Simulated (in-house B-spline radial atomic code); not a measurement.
# Ionising the arsenic ion As⁶⁺ with different functionals

Computed with a radial B-spline atomic code at the basis-set limit: non-relativistic Hamiltonian, point nucleus, spin-polarised at highest spin, spherical fractional occupations for the functionals, the average over the highest-spin determinants for Hartree-Fock. The ionisation energy is the difference of two self-consistent energies, [Ar] 3d9 → [Ar] 3d8, without Breit or QED terms; ε is the level of the shell that loses the electron (its least bound occupied spin orbital). There is no spin-orbit coupling in this Hamiltonian.

Hybrids are left out here: with spherical fractional occupations of an open shell their exact exchange keeps a self-interaction that integer-occupation calculations don't have.

| method | rung | ΔSCF (eV) | -ε(3d) (eV) |
| --- | --- | --- | --- |
| Hartree-Fock | Hartree-Fock | 149.33 | 152.98 |
| LDA VWN5 | LDA | 151.79 | 136.74 |
| LDA PW92 | LDA | 151.78 | 136.72 |
| LDA exchange-only | LDA | 149.48 | 134.50 |
| PBE | GGA | 151.42 | 136.38 |
| PBEsol | GGA | 151.38 | 136.34 |
| BLYP | GGA | 151.32 | 136.28 |
| RPBE | GGA | 151.33 | 136.28 |
| PW91 | GGA | 151.60 | 136.55 |
| BP86 | GGA | 151.52 | 136.46 |
| AM05 | GGA | 151.43 | 136.38 |
| OLYP | GGA | 152.03 | 136.99 |
| TPSS | meta-GGA | 151.29 | 136.27 |
| SCAN | meta-GGA | 151.74 | 136.87 |
| r2SCAN | meta-GGA | 151.79 | 136.92 |
| M06-L | meta-GGA | 151.72 | 136.82 |
| revTPSS | meta-GGA | 151.14 | 136.13 |

Question: How do they compare with the NIST value?

Answer: NIST lists 147 eV ± 2 (tabulated theory, ground level to ground level). Errors run from +2.33 to +5.03 eV. The correlated functionals all miss on the same side by more than they spread, so the cause is common to them (relativity, Breit-QED terms, multiplet and fine-structure energies, or a listed next ion that isn't the cheapest removal here) and closeness doesn't rank the functionals. Hartree-Fock also lacks correlation.
